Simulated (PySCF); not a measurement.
## `CC[C@@H]1OC(=O)[C@H]1F`, C₅H₇FO₂

Geometry:
| atom | x (Å) | y (Å) | z (Å) |
| --- | --- | --- | --- |
| C1 | -1.904 | -0.549 | -0.093 |
| C2 | -0.942 | 0.629 | -0.187 |
| C3 | 0.283 | 0.394 | 0.677 |
| O4 | 1.278 | 1.444 | 0.570 |
| C5 | 2.265 | 0.588 | 0.225 |
| O6 | 3.414 | 0.789 | 0.029 |
| C7 | 1.323 | -0.627 | 0.179 |
| F8 | 1.599 | -1.669 | 1.012 |
| H9 | -2.246 | -0.682 | 0.931 |
| H10 | -2.770 | -0.377 | -0.726 |
| H11 | -1.420 | -1.469 | -0.413 |
| H12 | -1.431 | 1.544 | 0.150 |
| H13 | -0.625 | 0.781 | -1.221 |
| H14 | 0.016 | 0.243 | 1.727 |
| H15 | 1.154 | -1.032 | -0.824 |

Computed, not measured: PySCF, TDDFT BHandHLYP/def2-SVPD circular dichroism and optical rotation, one conformer, gas phase. Geometry: GFN2-xTB.

The molecule is flexible and this is one conformer; a measurement averages over conformers.

Draw the ECD and absorption spectra from the lowest 8 states, each a Gaussian of half-width 0.2 eV at 1/e height.


| E (eV) | λ (nm) | Δε (L mol⁻¹ cm⁻¹) | ε (L mol⁻¹ cm⁻¹) |
| --- | --- | --- | --- |
| 5.27 | 235 | -0.01 | 0.0954 |
| 5.42 | 229 | -0.14 | 2.31 |
| 5.57 | 223 | -1.08 | 18.2 |
| 5.72 | 217 | -2.77 | 46.4 |
| 5.87 | 211 | -2.30 | 38.5 |
| 6.02 | 206 | -0.62 | 10.4 |
| 6.17 | 201 | -0.05 | 0.905 |
| 6.32 | 196 | 0.00 | 0 |
| 6.47 | 192 | 0.00 | 0 |
| 6.62 | 187 | 0.00 | 0 |
| 6.77 | 183 | 0.00 | 0 |
| 6.92 | 179 | 0.00 | 0 |
| 7.07 | 175 | 0.00 | 0 |
| 7.22 | 172 | 0.00 | 0 |
| 7.37 | 168 | 0.00 | 0 |
| 7.52 | 165 | -0.01 | 4.73 |
| 7.67 | 162 | -0.50 | 163 |
| 7.82 | 159 | -5.61 | 1820 |
| 7.97 | 156 | -20.32 | 6600 |
| 8.12 | 153 | -23.40 | 7790 |
| 8.27 | 150 | -4.93 | 3110 |
| 8.42 | 147 | +9.16 | 762 |
| 8.57 | 145 | +6.84 | 933 |
| 8.72 | 142 | -6.70 | 2170 |
| 8.87 | 140 | -14.63 | 2290 |
| 9.02 | 137 | -5.43 | 936 |
| 9.17 | 135 | +10.14 | 785 |

Δε uses R in velocity form, ε uses f in length form. Only the states computed contribute, so the short-wavelength end is incomplete.
